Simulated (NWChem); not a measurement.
VNHCl2F; SMILES [NH]=[V]([F])([Cl])[Cl]

Question: Give the equilibrium geometry at PBE-D3(BJ)/def2-SVP (NWChem) as a list of bonds and angles, with the point group.

Answer: point group Cs; any orientation.
Bonds (Å): V1–N2 1.607, V1–F4 1.724, V1–Cl5 2.162, V1–Cl6 2.162, N2–H3 1.029. Bond angles (°): N2–V1–F4 108.3, N2–V1–Cl5 107.2, N2–V1–Cl6 107.2, F4–V1–Cl5 111.2, F4–V1–Cl6 111.2, Cl5–V1–Cl6 111.5, V1–N2–H3 179.9.
